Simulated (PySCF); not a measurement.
Al(F)(GeH3)(Me) (CH₆AlFGe), SMILES [CH3][Al]([F])[GeH3].

The structure is a stationary point at PBE0-D3(BJ)/def2-SVP.

Computed with IEF-PCM-M06-2X/def2-SVP in PySCF.

The values are the electrostatic part of the solvation free energy, E(continuum) − E(gas) at the gas-phase geometry, in a cavity of scaled van der Waals radii (PySCF's table); cavitation and dispersion terms are not included. A continuum can't describe solvent molecules that bind to the metal. In vacuum the orbital gap is 7.88 eV. The dipole moment in vacuum is 1.78 D.

Q: Estimate the values in water (ε = 78.36), acetone (ε = 20.49), ethylethanoate (ε = 5.99). (An estimate is asked for; the answer gives what the named calculation found.)

A: 
| solvent | ε | ΔG(elec) (kcal/mol) | dipole (D) | gap (eV) |
|---|---|---|---|---|
| water | 78.36 | -6.0 | 2.18 | 8.14 |
| acetone | 20.49 | -5.6 | 2.15 | 8.12 |
| ethylethanoate | 5.99 | -4.5 | 2.08 | 8.07 |
